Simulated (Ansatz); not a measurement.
`CSC([SiH3])S`, relaxed with RKS PBE-D4/def2-SVP in Ansatz 0.2.0 from a rough embedded geometry. The force threshold is 0.03 eV/Å; the program also tests the step.

The species carries charge 0 and has multiplicity 1.

Start:

```xyz
13

C    -1.685    0.042   -1.318
S    -0.539    1.208   -0.630
C     0.817    0.044   -0.222
Si    0.598   -0.575    1.547
S     2.409    0.977   -0.232
H    -1.229   -0.442   -2.254
H    -2.012   -0.690   -0.642
H    -2.554    0.620   -1.723
H     0.849   -0.700   -0.941
H     1.616   -1.590    1.868
H    -0.743   -1.380    1.580
H     0.530    0.451    2.568
H     1.944    2.034    0.397
```

```tsv
step	energy (eV)	largest force (eV/Å)	largest move (Å)
1	-31724.8567	3.378	0.000
2	-31725.2550	0.801	0.193
3	-31725.2965	0.464	0.194
4	-31725.3096	0.242	0.123
5 (rejected)	-31725.3087	0.195	0.082
6	-31725.3134	0.056	0.035
7	-31725.3136	0.017	0.013
```

End:

```xyz
13

C    -1.738   -0.020   -1.335
S    -0.527    1.239   -0.820
C     0.860    0.158   -0.263
Si    0.528   -0.595    1.461
S     2.436    1.092   -0.248
H    -1.351   -0.630   -2.177
H    -2.037   -0.681   -0.498
H    -2.631    0.535   -1.683
H     1.024   -0.636   -1.024
H     1.574   -1.622    1.803
H    -0.827   -1.253    1.512
H     0.569    0.529    2.457
H     2.118    1.887    0.815
```

Run time 12 s (4 threads of an Arm Neoverse V1 on a shared host); peak host memory 0.18 GiB.
